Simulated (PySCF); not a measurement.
B3LYP has the VWN-RPA correlation part, as in Gaussian. Delta-SCF ions had no search for a lower state. Excitations are Tamm–Dancoff values on a coarser integration grid. The basis has no diffuse functions, so Rydberg states are missing or too high.

Z-matrix (Å, degrees):
```
C
C 1 1.4998
O 2 1.2021 1 125.22
H 2 1.1241 3 120.66 1 -179.12
C 1 1.5290 2 115.79 4 -177.22
H 5 1.0997 1 109.95 2 -38.24
H 5 1.1000 6 106.79 1 -120.86
C 1 1.5373 2 113.97 4 -49.42
H 8 1.1002 1 111.24 2 -79.73
H 8 1.1026 9 107.14 1 -121.14
C 5 1.5491 6 112.36 7 -124.98
H 11 1.1006 5 111.14 6 -0.12
H 11 1.1007 12 106.84 5 -123.50
C 11 1.5425 12 110.55 13 -120.97
C 14 1.5404 11 108.32 12 171.83
H 15 1.1004 14 110.85 11 -170.65
H 15 1.1005 16 106.92 14 -121.31
C 1 1.5497 2 113.30 4 65.30
H 18 1.1013 1 112.44 2 63.02
H 18 1.1020 19 109.23 1 126.22
B 14 1.5531 15 119.32 16 -29.54
H 21 1.2115 14 120.46 15 -161.92
H 21 1.2117 22 118.72 14 174.57
```
Charge 0, spin multiplicity 1.

Problem. Estimate the vertical ionisation energy (Delta-SCF), S1 excitation (TDA), total energy, HOMO, LUMO, S1 oscillator strength, HOMO–LUMO gap and dipole moment that B3LYP-D3(BJ)/def2-TZVP // PBE0-D4/def2-SVP (PySCF) returns for this input.

Solution. 
```
Property                                      Result
--------------------------------------  ------------
vertical ionisation energy (Delta-SCF)       9.35 eV
S1 excitation (TDA)                          4.14 eV
total energy                            -11235.85 eV
HOMO                                        -7.13 eV
LUMO                                        -1.83 eV
S1 oscillator strength                         0.005
HOMO–LUMO gap                                5.31 eV
dipole moment                                 2.38 D
```
